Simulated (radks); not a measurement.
The nuclear charge of neutral osmium is varied continuously with 76 electrons held in [Xe] 4f14 5d6 6s2. All-electron calculation, Dirac Kohn-Sham, BLYP, spin-unpolarised, spherical densities, point nucleus; open shells fill j = l - 1/2 first. Program: a radial shooting solver on a logarithmic mesh with Libxc functionals. By the Hellmann-Feynman theorem dE/dZ = E(electron-nucleus)/Z, the electronic potential at the nucleus.

Z     E (hartree)  E(electron-nucleus)/Z (hartree)   HOMO  e(HOMO) (eV)  <r> HOMO (bohr)
75.8  -17169.0815                         -567.530  5d5/2        -3.642            1.931
75.9  -17225.8938                         -568.716  5d5/2        -4.567            1.900
76    -17282.8248                         -569.903  5d5/2        -5.525            1.871
76.1  -17339.8744                         -571.090  5d5/2        -6.513            1.844
76.2  -17397.0427                         -572.277  5d5/2        -7.530            1.819
76.3  -17454.3298                         -573.465  6s1/2        -8.362            2.881
76.4  -17511.7357                         -574.653  6s1/2        -9.187            2.844
76.5  -17569.2605                         -575.843  6s1/2       -10.031            2.808
76.6  -17626.9043                         -577.032  6s1/2       -10.893            2.773
76.7  -17684.6670                         -578.223  6s1/2       -11.773            2.740
76.8  -17742.5489                         -579.414  6s1/2       -12.670            2.708
76.9  -17800.5499                         -580.606  6s1/2       -13.584            2.677
77    -17858.6701                         -581.799  6s1/2       -14.514            2.648

The central difference of E at Z = 76 is -569.903 hartree, to compare with the third column; the second derivative is -11.9 hartree.
